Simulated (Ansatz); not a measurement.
`[SiH3]B[CH2][SnH3]` + `[Cl][GeH3]` → `[SiH3][BH][GeH2][Cl]` + `[CH3][SnH3]` at 700 K and 1 bar (formal exchange of groups at a B–C bond).

Computed with Ansatz on PBE0-D4/def2-TZVP structures; ΔE is electronic, products minus reactants. CCSD(T)/CBS is the MP2 limit (def2-TZVPP, def2-QZVPP) plus CCSD(T) − MP2 in def2-TZVPP, frozen cores. def2 core potentials past Kr. For Ge, Sn outer-core shells are correlated without core-valence functions, which leaves a few kJ/mol of doubt a bond. Scalar relativity is left out up to krypton. One conformer a species, not always the lowest.

| species | CCSD(T)/CBS energy (Eh) | H − E (kJ/mol) | S (J/(mol·K)) |
| --- | --- | --- | --- |
| `[SiH3]B[CH2][SnH3]` | -571.32551 | 318.5 | 538.5 |
| `[Cl][GeH3]` | -2537.71925 | 104.5 | 321.9 |
| `[SiH3][BH][GeH2][Cl]` | -2853.36466 | 224.7 | 511.7 |
| `[CH3][SnH3]` | -255.66383 | 202.9 | 368.5 |

H − E and S are ideal-gas, rigid-rotor, harmonic terms from PBE0-D4/def2-TZVP, for one conformer and one mirror image of each species. 1 Eh = 2625.50 kJ/mol, R = 8.31446 J/(mol·K).

Problem. By hand: ΔE, ΔH, ΔS and ΔG.

Solution. ΔE = (-2853.36466) + (-255.66383) − (-571.32551) − (-2537.71925) = 0.01627 Eh = 42.7 kJ/mol. Δ(H − E) = 224.7 + 202.9 − 318.5 − 104.5 = 4.6, so ΔH = 47.3 kJ/mol. ΔS = 511.7 + 368.5 − 538.5 − 321.9 = 19.8 J/(mol·K). ΔG = 47.3 − 700 × (19.8)/1000 = 33.4 kJ/mol.

Problem. By hand: the equilibrium constant, and the temperature at which ΔG would vanish if ΔH and ΔS stayed fixed.

Solution. log₁₀ K = −ΔG/(RT ln 10) = -2.5. ΔG = 0 at ΔH/ΔS = 2389 K, though so small a ΔS makes that figure unsure.

ΔH outweighs TΔS. A doubt of 5 kJ/mol in ΔE shifts log₁₀ K by 0.4 here. Other conformers and mirror images would add mixing entropy, several J/(mol·K) or more a flexible species. Modes under 60 cm⁻¹, often nearly free rotors, make the harmonic entropy too high. These are equilibria of isolated gas molecules and say nothing of rates. Largest T1 diagnostic: 0.013 (customary marks: 0.02 for closed shells, 0.045 for open ones).
